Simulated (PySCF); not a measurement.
## Radial density of Nd (neodymium, neutral)

BHandHLYP, [Xe] 4f5 6s1, one real determinant (an excited configuration). Calculation: PySCF 2.14, in ANO-RCC-VTZP; the spin-free X2C one-electron Hamiltonian (Gaussian nucleus).

| r (bohr) | 4πr²ρ (e/bohr) | 4πr²(ρα − ρβ) |
| --- | --- | --- |
| 0.0203 | 77.05 | 0.0024 |
| 0.0341 | 69.63 | 0.0047 |
| 0.0573 | 96.55 | 0.0099 |
| 0.0965 | 92.81 | 0.0058 |
| 0.162 | 82.19 | 0.1325 |
| 0.273 | 70.22 | 0.9448 |
| 0.459 | 36.08 | 3.2541 |
| 0.772 | 29.14 | 4.1814 |
| 1.30 | 9.899 | 2.3315 |
| 2.18 | 3.691 | 0.6175 |
| 3.67 | 0.4996 | 0.3137 |
| 6.18 | 0.1448 | 0.1429 |
| 10.4 | 0.01158 | 0.0115 |
| 17.5 | 0.0001662 | 0.0002 |

Densities and radii are taken from the X2C orbitals without a picture-change correction, which distorts them close to the nucleus.

⟨L²⟩ = 24.03 against 30 for a pure H term, so this real determinant mixes terms. Spin-orbit coupling, absent here, splits the open shell strongly. At BHandHLYP the highest occupied level has a positive energy, so only the finite basis holds that electron; for this excited configuration the basis is too tight for the outer shell.
